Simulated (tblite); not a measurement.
A tight-binding relaxation on `C[C@@H]([CH]O)OC(F)(F)F` [radical].

Computed with GFN2-xTB geometry optimisation, gas phase (tblite 0.8.0). Start geometry: from a force field or distance geometry. A driver script takes a list of jobs; this job's settings line and coordinates (Å) are shown.

Command:
```bash
OMP_NUM_THREADS=1 python probes_run.py task.json out
```

Input:
```
{"job": {"kind": "relax", "xc": "GFN2-xTB", "basis": "xTB"}, "charge": 0, "multiplicity": 2}
C     -0.885800    -0.831700    -0.953300
C     -0.122200     0.224700    -0.226300
C     -0.999300     1.331100     0.279800
O     -1.969500     0.899900     1.176700
O      0.591300    -0.408000     0.817100
C      1.961200    -0.281600     0.548800
F      2.228400    -0.886900    -0.666500
F      2.668000    -0.938600     1.541200
F      2.378000     1.015200     0.437500
H     -1.409900    -0.319100    -1.797200
H     -0.230900    -1.583900    -1.425200
H     -1.666500    -1.326100    -0.318100
H      0.614800     0.631900    -0.920500
H     -1.538900     1.737600    -0.601200
H     -1.623000     0.743500     2.085100
```

Output:
```
step      E/eV     max force
  0    -921.65545    3.805
  1    -922.11211    1.227
  2    -922.22194    0.959
  3    -922.27337    0.615
  4    -922.33331    0.452
  5    -922.35762    0.419
  6    -922.39389    0.476
  7    -922.41951    0.373
  8    -922.43976    0.395
  9    -922.45600    0.328
... (107 lines left out)
117    -922.61124    0.072
118    -922.61161    0.069
119    -922.61178    0.033
120    -922.61185    0.032
121    -922.61190    0.024
122    -922.61194    0.019
123    -922.61198    0.018
124    -922.61200    0.014
125    -922.61202    0.010
126    -922.61202    0.006
```

«max force» is the largest atomic force in eV/Å.

Task: From which step on does the largest force stay under 0.1 eV/Å, and how much energy is left to gain from there?

Result: From step 78 (0.024 eV/Å), 8.1 meV above the end.

Main results: energy lowered by 22.1 kcal/mol over 126 steps; largest atomic force 0.006 eV/Å at the end.

The run took 0.67 s wall on an Arm Neoverse V1 with one thread, shared host.
Labels such as C1 count atoms from 1, the log's own numbers from 0.
